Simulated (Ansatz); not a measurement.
Species: SnH₂Cl₂, charge 0, singlet. SnH2Cl2 (SMILES [SnH2]([Cl])[Cl]).
B3LYP-D3(BJ)/def2-TZVP minimum from Ansatz (a quantum-chemistry and plane-wave program):
```xyz
5

Sn    -0.0053    -0.5316     0.0223
Cl     1.8832     0.8460    -0.0187
Cl    -1.8658     0.8821    -0.0538
H     -0.0271    -1.3367     1.5188
H     -0.0010    -1.4596    -1.4015
```
Charge 0, spin multiplicity 1.

Atomisation energy term by term, kcal/mol (programs: Ansatz). Radicals and triplets start from unrestricted determinants; spin-orbit coupling is neglected. Correlated methods leave the cores frozen (noble-gas shells, and filled d and f shells in the p block). Past Kr the def2 sets carry scalar-relativistic core potentials. CBS(X,Y): correlation extrapolated as X^-3, Hartree-Fock from the larger set. A bracket is a step between two methods taken in the basis named. Where a partner has so few electrons that a lower coupled-cluster level is exact, that level stands in. Spin-orbit terms, left out, reach several kcal/mol for Br and I, and more for heavier atoms.

```csv
term,basis,kcal/mol
Hartree-Fock,def2-QZVPP,210.06
CCSD correlation,"CBS(def2-TZVPP,def2-QZVPP)",78.30
(T),"CBS(def2-TZVPP,def2-QZVPP)",6.05
CCSDT(Q) - CCSD(T),def2-SVP,0.45
sum: De,,294.9
```
